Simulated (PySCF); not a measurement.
Mg(OH)(SeH) (H₂MgOSe), SMILES [OH][Mg][SeH].

Geometry optimised at PBE0-D3(BJ)/def2-TZVP. The geometry has at least one imaginary mode, so it is a saddle point at that level. One conformer was computed; it need not be the lowest.

All values below come from PySCF 2.14.0 with PBE0-D3(BJ)/def2-TZVP.

Frequencies are harmonic and unscaled.

```
mode  ν (cm⁻¹)  IR (km/mol)  moving atoms (share of kinetic energy)
----  --------  -----------  --------------------------------------
1          68i        152.2                          H 71 %, O 21 %
2           55        160.5                 H 53 %, O 28 %, Mg 18 %
3          125          0.4                  Mg 45 %, H 44 %, O 9 %
4          131          8.3                 Mg 58 %, H 23 %, O 16 %
5          292          4.4                Se 33 %, O 33 %, Mg 31 %
6          485          1.2                                  H 95 %
7          821        167.9                         Mg 49 %, O 48 %
8         2427         11.3                                  H 99 %
9         4090        118.4                                  H 94 %
```
